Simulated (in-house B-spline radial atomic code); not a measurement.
RPA and G0W0 on LC-wPBE: Rb⁻

Configuration [Kr] 5s2, mean-field start LC-wPBE. Computed with a B-spline radial code for spherical atoms: all electrons, scalar-relativistic (spin-free one-electron X2C), finite nucleus, each spin shell either full or empty, empty states to l = 9 with an (l + 1/2)⁻⁴ tail; G0W0 by contour deformation at full frequency.

The anion's configuration is assumed.

Command:
```bash
python run_gw.py task.json out
```
Settings (radii: box in bohr, nucleus in fm):
```
Z                        37
electrons                38
configuration            [Kr] 5s2
hamiltonian              x2c
method                   lc_wpbe
lmax                     9
rms_radius               4.2036
spin_polarised           False
box_radius               60
intervals                74
ion_configuration        [Kr] 5s1
```

Cost of the run: 17 s on 1 thread of Arm Neoverse N1, on a shared host.

Energies (hartree):

```tsv
term	value
mean-field total	-2980.71277
Hartree-Fock functional on these orbitals	-2979.12563
direct second order	-2.9804
second-order exchange	0.85765
SOSEX correction	0.79559
```

Q: What is the RPA correlation energy, and what remains with SOSEX?

A: RPA gives -2.6191 hartree (-1.88 eV per electron); RPA + SOSEX gives -1.8235, and the second-order doubles -2.1227 hartree (no singles). SOSEX takes back 30 % of the RPA value.

Quasi-particle levels (eV):

```
level  occupied  mean field  Σx - vxc  Σc  QP weight  G0W0
   5s       yes      -0.630      0.53   ?          ?     ?
```

G0W0 = mean field + (Σx - vxc) + Σc, with Σc (partial-wave tail included) taken at the quasi-particle energy. Only the outer levels were computed. Levels of low weight are left out.

Q: Where does G0W0 put 5s?

A: At -0.646 eV, with Σc = -0.55 eV and a quasi-particle weight of 0.900. The tabulated removal energy is 0.486 eV (electron affinity of the neutral atom); the calculation leaves out spin-orbit coupling, Breit and QED terms, and what these don't explain is the method's own error.

Q: What does it cost to remove one electron (to [Kr] 5s1) by differences of total energies, each species on its own start (correlation terms add to the Hartree-Fock functional)?

A: LC-wPBE 0.393 eV, Hartree-Fock functional -0.099 eV, + RPA 0.369 eV, + RPA + SOSEX 0.258 eV, + second order 0.382 eV. Tabulated: 0.486 eV (electron affinity of the neutral atom); the calculation leaves out spin-orbit coupling, Breit and QED terms, and what these don't explain is the method's own error.
